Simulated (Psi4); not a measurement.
isotetrasilane (H10Si4), singlet, at a GFN2-xTB geometry; R2SCAN/6-31G** in Psi4.

The Psi4 input:
```
memory 2 GB

molecule {
0 1
Si   -0.01394313    2.09614472   -0.79913652
Si    0.04558500    0.14517732    0.46898895
Si    1.91744944   -1.16426879    0.02240857
Si   -1.94350764   -1.05927062    0.36518505
H     1.20137455    2.90488590   -0.67825699
H    -0.16176468    1.78520261   -2.22362805
H    -1.12917524    2.98053605   -0.45309522
H     0.18280575    0.58219256    1.88074744
H     3.18280585   -0.44523778    0.18824825
H     1.89596136   -1.64599453   -1.36149566
H     2.00972012   -2.35449961    0.87123596
H    -1.95871071   -2.23300110    1.24140469
H    -3.12199303   -0.26661890    0.72371910
H    -2.17919530   -1.55642221   -0.99312418
}

set {
  basis 6-31g**
  guess modhuckel
}

energy('r2scan')
print_variables()
```

The log (banner, timings and long lists left out):

```
   => Loading Basis Set <=

    Name: 6-31G**
    Role: ORBITAL
    Keyword: BASIS

         ---------------------------------------------------------
                                   SCF
               by Justin Turney, Rob Parrish, Andy Simmonett
                          and Daniel G. A. Smith
                              RKS Reference
         ---------------------------------------------------------

  ==> Geometry <==

    Molecular point group: c1
    Full point group: C1

    Geometry (in Angstrom), charge = 0, multiplicity = 1:

       Center              X                  Y                   Z               Mass
    ------------   -----------------  -----------------  -----------------  -----------------
         SI          -0.014577882593     2.094123190361    -0.805666993206    27.976926534650
         SI           0.044950247407     0.143155790361     0.462458476794    27.976926534650
         SI           1.916814687407    -1.166290319639     0.015878096794    27.976926534650
         SI          -1.944142392593    -1.061292149639     0.358654576794    27.976926534650
         H            1.200739797407     2.902864370361    -0.684787463206     1.007825032230
         H           -0.162399432593     1.783181080361    -2.230158523206     1.007825032230
         H           -1.129809992593     2.978514520361    -0.459625693206     1.007825032230
         H            0.182170997407     0.580171030361     1.874216966794     1.007825032230
         H            3.182171097407    -0.447259309639     0.181717776794     1.007825032230
         H            1.895326607407    -1.648016059639    -1.368026133206     1.007825032230
         H            2.009085367407    -2.356521139639     0.864705486794     1.007825032230
         H           -1.959345462593    -2.235022629639     1.234874216794     1.007825032230
         H           -3.122627782593    -0.268640429639     0.717188626794     1.007825032230
         H           -2.179830052593    -1.558443739639    -0.999654653206     1.007825032230

  Running in c1 symmetry.

  Rotational constants: A =      0.06228  B =      0.06228  C =      0.03375 [cm^-1]
  Rotational constants: A =   1867.18734  B =   1867.18733  C =   1011.83894 [MHz]
  Nuclear repulsion =  328.347809020389093

  Charge       = 0
  Multiplicity = 1
  Electrons    = 66
  Nalpha       = 33
  Nbeta        = 33

  ==> Algorithm <==

  SCF Algorithm Type is DF.
  DIIS enabled.
  MOM disabled.
  Fractional occupation disabled.
  Guess Type is MODHUCKEL.
  Energy threshold   = 1.00e-06
  Density threshold  = 1.00e-06
  Integral threshold = 1.00e-12

  ==> Primary Basis <==

  Basis Set: 6-31G**
    Blend: 6-31G**
    Number of shells: 62
    Number of basis functions: 126
    Number of Cartesian functions: 126
    Spherical Harmonics?: false
    Max angular momentum: 2

  ==> DFT Potential <==

   => LibXC <=

    Version 7.1.2
    S. Lehtola, C. Steigemann, M. J. T. Oliveira, and M. A. L. Marques,  SoftwareX 7, 1–5 (2018) (10.1016/j.softx.2017.11.002)

   => Composite Functional: R2SCAN <=

    r2SCAN Meta-GGA XC Functional  (0.1021/acs.jpclett.0c02405)
    J. W. Furness, A. D. Kaplan, J. Ning, J. P. Perdew, J. Sun  J. Phys. Chem. Lett.  11, 8208–8215, 2020

    Deriv               =              1
    GGA                 =           TRUE
    Meta                =           TRUE

    Exchange Hybrid     =          FALSE
    MP2 Hybrid          =          FALSE

   => Exchange Functionals <=

    1.0000   XC_MGGA_X_R2SCAN

   => Correlation Functionals <=

    1.0000   XC_MGGA_C_R2SCAN

   => LibXC Density Thresholds  <==

    XC_MGGA_C_R2SCAN:  1.00E-15
    XC_MGGA_X_R2SCAN:  1.00E-11

   => Molecular Quadrature <=

    Radial Scheme          =       TREUTLER
    Pruning Scheme         =           NONE
    Nuclear Scheme         =       TREUTLER

    Blocking Scheme        =         OCTREE
    BS radius alpha        =              1
    Pruning alpha          =              1
    Radial Points          =             75
    Spherical Points       =            302
    Total Points           =         300020
    Total Blocks           =           2226
    Max Points             =            256
    Max Functions          =            114
    Weights Tolerance      =       1.00E-15

   => Loading Basis Set <=

    Name: (6-31G** AUX)
    Role: JKFIT
    Keyword: DF_BASIS_SCF

  ==> Integral Setup <==

  SCF_SUBTYPE=INCORE selected. In-core MEM_DF algorithm will be used.
  Using in-core AOs.

  ==> MemDFJK: Density-Fitted J/K Matrices <==

    J tasked:                   Yes
    K tasked:                    No
    wK tasked:                   No
    Algorithm:                 Core
    Schwarz Cutoff:           1E-12
    Mask sparsity (%):      10.7584
    Fitting Condition:        1E-10

   => Auxiliary Basis Set <=

  Basis Set: (6-31G** AUX)
    Blend: CC-PVDZ-JKFIT
    Number of shells: 234
    Number of basis functions: 770
    Number of Cartesian functions: 770
    Spherical Harmonics?: false
    Max angular momentum: 3

  Minimum eigenvalue in the overlap matrix is 4.1927622920E-03.
  Reciprocal condition number of the overlap matrix is 6.6317821587E-04.
    Using symmetric orthogonalization.

  ==> Pre-Iterations <==

  SCF Guess: Huckel guess via on-the-fly atomic UHF (doi:10.1021/acs.jctc.8b01089) with the updated GWH rule from doi:10.1021/ja00480a005.

   -------------------------------------------------------
    Irrep   Nso     Nmo     Nalpha   Nbeta   Ndocc  Nsocc
   -------------------------------------------------------
     A        126     126      33      33      33       0
   -------------------------------------------------------
    Total     126     126      33      33      33       0
   -------------------------------------------------------

  ==> Iterations <==

                           Total Energy        Delta E     RMS |[F,P]|

   @DF-RKS iter   1: -1162.77121727664235   -1.16277e+03   1.20026e-02 ADIIS/DIIS
   @DF-RKS iter   2: -1163.62964402234684   -8.58427e-01   3.33782e-03 ADIIS/DIIS
   @DF-RKS iter   3: -1163.71826918046668   -8.86252e-02   2.34786e-03 ADIIS/DIIS
   @DF-RKS iter   4: -1163.78910266947582   -7.08335e-02   4.64371e-04 ADIIS/DIIS
   @DF-RKS iter   5: -1163.79190930618711   -2.80664e-03   8.78154e-05 DIIS
   @DF-RKS iter   6: -1163.79200080225451   -9.14961e-05   1.57658e-05 DIIS
   @DF-RKS iter   7: -1163.79200350969950   -2.70744e-06   3.74094e-06 DIIS
   @DF-RKS iter   8: -1163.79200370593935   -1.96240e-07   1.03850e-06 DIIS
   @DF-RKS iter   9: -1163.79200372259766   -1.66583e-08   4.87621e-08 DIIS
  Energy and wave function converged.

  ==> Post-Iterations <==

   Electrons on quadrature grid:
      Ntotal   =   65.9999875278 ; deviation = -1.247e-05

    Orbital Energies [Eh]
    ---------------------

    Doubly Occupied:

[...]
    Virtual:

[...]
    Final Occupation by Irrep:
              A
    DOCC [    33 ]
    NA   [    33 ]
    NB   [    33 ]

  @DF-RKS Final Energy: -1163.79200372259766

   => Energetics <=

    Nuclear Repulsion Energy =            328.3478090203890929
    One-Electron Energy =               -2265.6105950965452394
    Two-Electron Energy =                 860.7663381364930046
    DFT Exchange-Correlation Energy =     -87.2955557829344855
    Empirical Dispersion Energy =           0.0000000000000000
    VV10 Nonlocal Energy =                  0.0000000000000000
    Total Energy =                      -1163.7920037225976557

Computation Completed

Properties will be evaluated at   0.000000,   0.000000,   0.000000 [a0]

Properties computed using the SCF density matrix

 Multipole Moments:

 ------------------------------------------------------------------------------------
     Multipole            Electronic (a.u.)      Nuclear  (a.u.)        Total (a.u.)
 ------------------------------------------------------------------------------------

 L = 1.  Multiply by 2.5417464519 to convert [e a0] to [Debye]
 Dipole X            :          0.0848244           -0.0791675            0.0056569
 Dipole Y            :          0.2702035           -0.2521294            0.0180740
 Dipole Z            :          0.8728385           -0.8144931            0.0583454
 Magnitude           :                                                    0.0613421

 ------------------------------------------------------------------------------------

  Variable Map:
  ----------------------------------------------------------------------------
[...]
  Array Variable Map:
  ----------------------------------------------------------------------------
[...]
[...]
```
